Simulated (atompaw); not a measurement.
What one change does to a pseudopotential (copper (Cu), PAW (atompaw))

atompaw 4.2.0.5 input, output lines left out:

```
Cu 29
LDA-PW scalarrelativistic loggrid 1500 logderivrange -3 5 201
4 4 3 0 0 0
4 0 0
4 1 1
0 0 0
c
c
c
v
c
c
v
v
2
3.00 2.85 2.00 2.60
y
0.9
n
y
0.4
n
y
-0.15
n
bloechl sinc
3 0 troulliermartins
```

Change: all radii scaled by about 1.06 (s 1.86, p 3.20, d 1.86 bohr); local potential troulliermartins scheme with l = 3 at 0 Ry, radius 2.14 bohr; augmentation sinc compensation charge, radius 3.04 bohr; PAW radius 3.20 bohr; waves and projectors: bloechl; core correction smooth core density matched at 2.78 bohr.

Cutoffs: the cutoffs (Ry, on a coarse ladder) from which the occupation-weighted sum of valence levels, in a spherical-Bessel basis at the reference potential, stays within 10 and 1 mRy of its value at 400 Ry; they do not see the model core or the augmentation charge, which bear on the density cutoff.

Problem. What does the change do?

Solution. The potential gets softer (35 Ry and 40 Ry → 30 Ry and 35 Ry); neither file shows a bound ghost. A larger radius leaves more room for a smooth pseudo-wave, so fewer plane waves are needed.

```tsv
quantity	base	changed
cutoff, loose	35 Ry	30 Ry
cutoff, tight	40 Ry	35 Ry
loose cutoff by channel (10 mRy a level)	p 6 Ry, d 25 Ry	p 6 Ry, d 21 Ry
bound ghosts	none	none
lowest overlap eigenvalue by channel	s 0.22, p 0.01, d 1.00	s 0.24, p 0.01, d 1.00
```

 The cutoffs see the waves, projectors and local potential, not the compensation charge or the core.
